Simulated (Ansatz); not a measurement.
System: BO₂ (charge 0, doublet). It need not be the lowest isomer of its formula. SMILES: [O]B=O
Geometry: optimised at B3LYP-D3(BJ)/def2-TZVP (Ansatz, a quantum-chemistry and plane-wave program).

Computed values are from Ansatz. Correlated levels leave the core frozen unless marked. UHF or UKS for open shells. Spin-orbit coupling is left out. Non-relativistic. CBS marks a two-point X^-3 extrapolation of the correlation energy; Hartree-Fock from the larger set.

| Quantity | Result |
|---|---|
| atomisation energy De | 322.0 kcal/mol at CCSD(T)/CBS(cc-pVTZ,cc-pVQZ) |
| total energy | -175.1229 Eh at CCSD(T)/CBS(cc-pVTZ,cc-pVQZ) |
| dipole moment | 0.00 D at CCSD(T)/aug-cc-pVDZ |
| T1 diagnostic | 0.038 at CCSD/cc-pVQZ |

The UHF reference is spin-contaminated (<S^2> 0.19 over the pure value in the largest basis).
